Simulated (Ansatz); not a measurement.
One elementary step

Start structure (CH$_{6}$GeS, closed shell), relaxed at PBE0-D4/def2-TZVP:

Ge1  (-0.092, 0.757, -0.338)
S2  (2.067, 0.603, -0.878)
C3  (-0.753, -0.941, 0.350)
H4  (-0.598, -1.725, -0.392)
H5  (-0.778, 1.144, -1.658)
H6  (-0.280, 1.880, 0.700)
H7  (2.473, 0.359, 0.378)
H8  (-0.220, -1.209, 1.262)
H9  (-1.819, -0.867, 0.575)
(Å)

The step: CH₆GeS ([CH3][GeH2][SH]) → CH₄Ge ([CH2][GeH2]) + H₂S; bonds formed: S2–H4; bonds broken: Ge1–S2, C3–H4. Ansatz 0.2.0; basis: def2-TZVPP and def2-QZVPP; cores frozen in the correlated methods. Filled d shells of the heavier atoms are correlated. The def2 sets are not built for correlating such inner shells, so the correlated values are less sure here. Extrapolation: Hartree–Fock as exp(−7.88 √X), correlation as X^−2.97. Energies below are by CCSD(T) at an estimated basis limit (MP2 extrapolated from triple and quadruple zeta, plus CCSD(T) − MP2 in triple zeta).

Task: What are the electronic barrier and the energy of the step, from the start structure to the end structure? (Judge from chemistry; the value comes from the calculation.)

Result: Computed: Barrier 319.9 kJ/mol; step energy 252.8 kJ/mol (uphill); reverse barrier, their difference, 67.0 kJ/mol. Barrier and step energy count from the start structure, the reverse barrier from the end structure.

The saddle point: One imaginary mode of 914i cm⁻¹.
```json
{"pair": "S2–H4", "start (Å)": "3.57", "saddle (Å)": "1.50", "end (Å)": "1.34"}
{"pair": "Ge1–S2", "start (Å)": "2.23", "saddle (Å)": "2.74", "end (Å)": "3.45"}
{"pair": "C3–H4", "start (Å)": "1.09", "saddle (Å)": "1.79", "end (Å)": "3.64"}
```

Zero-point energy (harmonic, PBE0-D4): ZPE is 161.9 kJ/mol at the start and 142.6 kJ/mol at the saddle, so the barrier goes from 319.9 to 300.5 kJ/mol.

First-order rate constant out of the start structure at 698 K by transition-state theory, with harmonic vibrational free energies alone and no tunnelling: ΔA‡ = 306.1 kJ/mol, so k = (kB T/h) exp(−ΔA‡/kB T) ≈ 10^-10 s⁻¹ (an order of magnitude at best: rotation, the number of equivalent paths and anharmonicity are left out).

The T1 diagnostic stays at or below 0.016. The restricted Hartree–Fock reference is unstable towards an unrestricted one at one or more of these structures.

Labels in which every atom is bracketed show which atoms are joined, not bond orders.

For scale, one of the runs: CCSD(T)/def2-TZVPP, 205 basis functions, launched by `ansatz run in.yaml --threads 4 --pin off --events-out ev --progress --plain --max-ram 9574MiB`. Hardware: 4 CPU threads of an Arm Neoverse V2, shared host. Wall time 49 s; peak host memory 2.5 GiB.
